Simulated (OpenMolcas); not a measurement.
**Re6+ in a point-charge field**

Re6+ among 6 point charges of -1.7 e arranged as a tetragonal octahedron (D4h), 2.19 Å from the ion, with the axial distance 2.737 Å.
```
   2.1900    0.0000    0.0000  -1.70
   0.0000    2.1900    0.0000  -1.70
  -2.1900    0.0000    0.0000  -1.70
   0.0000   -2.1900    0.0000  -1.70
   0.0000    0.0000    2.7375  -1.70
   0.0000    0.0000   -2.7375  -1.70
```

- Program: OpenMolcas
- Method: SS-CASPT2, IPEA 0.25 Eh, imaginary shift 0.1 Eh (closed shells correlated: 5s 5p)
- Basis: ANO-RCC-VDZP [7s6p4d2f1g]
- Scalar Hamiltonian: DKH2, point nucleus
- Active space: 1 electron in 5 orbitals (5d)
- State averaging: 2S+1 = 2 even, 5 roots
- Spin-orbit coupling: RASSI with atomic mean-field integrals over the reference wave functions

The lowest spin-free states (labels of D4, the rotations of D4h), above the lowest:

```
State  Degeneracy  E (cm-1)  Free-ion L (%)
   2E           2         0         D (100)
  2A1           1      1270         D (100)
  2B2           1      4350         D (100)
  2B1           1      9490         D (100)
```

The lowest levels with spin-orbit coupling:

```
E (cm-1)  Degeneracy  Label  2S+1               g
       0           2   E1/2     2  0.70 1.63 1.63
    3860           2   E3/2     2  0.03 0.03 2.76
   12530           2   E1/2     2  1.30 3.63 3.63
   13380           2   E3/2     2  1.61 1.61 2.35
   19550           2   E3/2     2  1.65 1.65 5.12
```

Powder χT (cm3 K/mol): 0.182 at 2 K, 0.182 at 10 K, 0.184 at 50 K, 0.186 at 100 K, 0.19 at 200 K, 0.193 at 300 K. The effective moment at 300 K is 2.828 √(χT) = 1.24 μB.

The lowest level has 2S+1 = 2, for which the spin-only value is χT = S(S+1) / 2 = 0.375 cm3 K/mol (g = 2). The computed 0.193 at 300 K differs by -0.182, through orbital momentum, spin-orbit coupling and any other state in reach.

Spin-orbit coupling mixes the spin-free states strongly: the lowest level takes only 65 % from its leading state, 2E. An orbital doublet at a regular site is open to a Jahn-Teller distortion, which this geometry leaves out. Free-ion shares, where given, are those of the reference states; single-state CASPT2 does not remix them. This is an electrostatic model: the charges have no orbitals. No measured value stands beside these numbers.
